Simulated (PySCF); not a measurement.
C2H6FISi, SMILES [Si](F)(I)(C)C. Atoms are numbered in the order given.

```xyz
11

C      1.8576     0.7291     1.5685
Si     1.2229    -0.0476     0.0000
C      1.8576     0.7291    -1.5685
F      1.6538    -1.6212     0.0000
I     -1.2499     0.0221     0.0000
H      1.4587     0.2075     2.4515
H      1.5575     1.7869     1.6262
H      2.9587     0.6739     1.5963
H      1.4587     0.2075    -2.4515
H      1.5575     1.7869    -1.6262
H      2.9587     0.6739    -1.5963
```

Geometry: B3LYP-D3(BJ)/def2-SVP. The def2 effective core potentials stand for the cores of I; spin–orbit coupling is left out.

The numbers are results of PBE/def2-TZVP run with PySCF, not measurements.

ESP charges are fitted to the potential on shells at 1.4 to 2.0 van der Waals radii. Atomic charges (e):

```
atom  Löwdin  ESP fit  Mulliken
----  ------  -------  --------
C1     -0.44    -0.65     -0.46
Si2      [?]     0.64      0.53
C3     -0.44    -0.65     -0.46
F4       [?]    -0.26     -0.28
I5      0.15    -0.17     -0.19
H6       [?]     0.17      0.15
H7       [?]     0.17      0.14
H8       [?]     0.20      0.14
H9       [?]     0.17      0.15
H10      [?]     0.17      0.14
H11      [?]     0.20      0.14
```

### Question
Some entries are withheld; supply them. (An estimate is asked for; the answer gives what the named calculation found.)

### Answer

- Si2, Löwdin: -0.12
- F4, Löwdin: 0.02
- H6, Löwdin: 0.14
- H7, Löwdin: 0.14
- H8, Löwdin: 0.14
- H9, Löwdin: 0.14
- H10, Löwdin: 0.14
- H11, Löwdin: 0.14

### Question
Give the Mayer and Wiberg (Löwdin basis) orders of the bonds. (Estimate from the structure and the level; the computed values follow.)

### Answer

| bond | Mayer | Wiberg |
|---|---|---|
| C1–Si2 | 1.00 | 1.21 |
| Si2–C3 | 1.00 | 1.21 |
| Si2–F4 | 1.15 | 1.68 |
| Si2–I5 | 1.11 | 1.57 |
| C1–H6 | 0.94 | 0.89 |
| C1–H7 | 0.93 | 0.89 |
| C1–H8 | 0.93 | 0.89 |
| C3–H9 | 0.94 | 0.89 |
| C3–H10 | 0.93 | 0.89 |
| C3–H11 | 0.93 | 0.89 |
